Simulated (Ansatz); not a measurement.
Reaction (ligand exchange at a B–C bond): `C#CBN` + `[CH3][AlH][OH]` → `[CH3][AlH][O]BN` + `C#C`

Gas-phase electronic energies from Ansatz, PBE0-D4/def2-TZVP geometries. CBS: MP2 limit from def2 TZ/QZ plus the TZ coupled-cluster correction, frozen cores. This one scheme is used for every species. DFT in def2-TZVPP. One conformer a species, not always the lowest.

Question: Is it downhill or uphill in electronic energy at CCSD(T)/CBS, and by how much? (An estimate is asked.)

Answer: Computed: Downhill: ΔE = -0.68 eV.

Question: What do these levels give: PBE-D4, r2SCAN-D4, PBE0-D4, ωB97X-V, ωB97M-V, B2PLYP, PBE, r2SCAN, PBE0, CCSD(T)/def2-TZVPP, MP2/def2-QZVPP, SCS-MP2/def2-QZVPP? (An estimate is asked.)

Answer: Computed: PBE-D4 -0.56, r2SCAN-D4 -0.65, PBE0-D4 -0.63, ωB97X-V -0.69, ωB97M-V -0.70, B2PLYP -0.68, PBE -0.56, r2SCAN -0.64, PBE0 -0.62, CCSD(T)/def2-TZVPP -0.68, MP2/def2-QZVPP -0.66, SCS-MP2/def2-QZVPP -0.68 eV.

Largest T1 diagnostic among the species: 0.014.

In def2-TZVPP, CCSD(T) changes the Hartree–Fock value by +0.16 eV (the triples alone add +0.03 eV) and MP2 by +0.19 eV. From PBE to PBE0 (25 % exact exchange), in def2-TZVPP and without D4, ΔE moves by −0.06 eV.
